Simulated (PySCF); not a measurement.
A structure optimised at PBE-D3(BJ)/def2-TZVPD, used in a PySCF frequency run:

```
Si
O 1 1.5451
H 1 1.5441 2 117.43
```
Charge 0, spin multiplicity 2.

Write its SMILES, formula and point group.

O=[SiH], HOSi, Cs

What are its rotational constants (standard atomic weights)?

292.27, 19.401, 18.193 GHz
